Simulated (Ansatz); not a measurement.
`N[SiH2]CF` → fluoromethane + `N[SiH]` at 500 K and 1 bar (silylene formation by 1,1-elimination).

Isolated molecules relaxed with PBE0-D4/def2-TZVP in Ansatz; ΔE leaves out vibrations. CBS: MP2 limit from def2 TZ/QZ plus the TZ coupled-cluster correction, frozen cores. This one scheme is used for every species. One conformer a species, not always the lowest.

```csv
species,CCSD(T)/CBS energy (Eh),H − E (kJ/mol),S (J/(mol·K))
`N[SiH2]CF`,-485.25003,233.6,385.6
`CF`,-139.63461,122.2,244.8
`N[SiH]`,-345.56329,110.7,274.5
```

H − E and S are ideal-gas, rigid-rotor, harmonic terms from PBE0-D4/def2-TZVP, for one conformer and one mirror image of each species. 1 Eh = 2625.50 kJ/mol, R = 8.31446 J/(mol·K).

Task: By hand: ΔE, ΔH, ΔS and ΔG.

Result: ΔE = (-139.63461) + (-345.56329) − (-485.25003) = 0.05213 Eh = 136.9 kJ/mol. Δ(H − E) = 122.2 + 110.7 − 233.6 = -0.7, so ΔH = 136.2 kJ/mol. ΔS = 244.8 + 274.5 − 385.6 = 133.7 J/(mol·K). ΔG = 136.2 − 500 × (133.7)/1000 = 69.3 kJ/mol.

Task: By hand: the equilibrium constant, and the temperature at which ΔG would vanish if ΔH and ΔS stayed fixed.

Result: log₁₀ K = −ΔG/(RT ln 10) = -7.2. ΔG = 0 at ΔH/ΔS = 1019 K.

The number of gas molecules changes by +1, which sets the sign of ΔS. A doubt of 5 kJ/mol in ΔE shifts log₁₀ K by 0.5 here. Other conformers and mirror images would add mixing entropy, several J/(mol·K) or more a flexible species. These are equilibria of isolated gas molecules and say nothing of rates. Largest T1 diagnostic: 0.015 (customary marks: 0.02 for closed shells, 0.045 for open ones).
